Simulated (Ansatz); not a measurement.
Total energies of `[GaH2][O]/C=C/Br`.

```xyz
9

Ga    0.250    1.919   -0.263
O    -0.161    0.371   -1.101
C    -0.467   -0.787   -0.506
C     0.183   -1.307    0.532
Br   -0.316   -2.954    1.283
H     0.039    1.922    1.278
H     0.735    2.996   -1.269
H    -1.300   -1.320   -0.961
H     1.036   -0.841    1.008
```

Charge 0, multiplicity 1. Correlated methods include outer-core shells of Br, Ga, which these sets cover unevenly. Scalar relativity is left out up to krypton. All single points use the PBE0-D4/def2-TZVP geometry. It is one conformer, not always the lowest. Basis def2-TZVPP, the Gaussian-basis code of Ansatz.

RPA on PBE orbitals: Hartree–Fock energy of these orbitals -4648.55186 Eh, correlation -1.64446 Eh (frozen core).

```tsv
functional	energy without D4 (Eh)	D4 term (kJ/mol)
LDA (SPW92)	-4645.04697	–
PBE	-4652.03417	-21.7
revPBE	-4652.48682	-62.4
BLYP	-4652.94561	-47.4
r2SCAN	-4652.78641	-5.3
B97M-V	-4652.04700	–
PBE0	-4652.16668	-18.5
B3LYP	-4652.97769	-35.3
r2SCANh	-4652.76521	-5.7
r2SCAN0	-4652.73552	-6.3
HSE06 (plane-wave form)	-4652.16281	-17.4
BHLYP	-4652.77185	-28.2
CAM-B3LYP	-4653.07175	-19.0
LC-ωPBE	-4652.18766	–
ωB97X-V	-4652.43367	–
ωB97M-V	-4652.58867	–
B2PLYP	-4652.02900	–
PBE-QIDH	-4651.49700	–
```

B3LYP takes the VWN-RPA correlation (the form of Gaussian; ORCA's B3LYP/G). HSE06 is the plane-wave form, built on full-range PBE exchange. The double hybrids freeze the cores in their second-order part.

LC-ωPBE has ω = 0.4 bohr⁻¹.
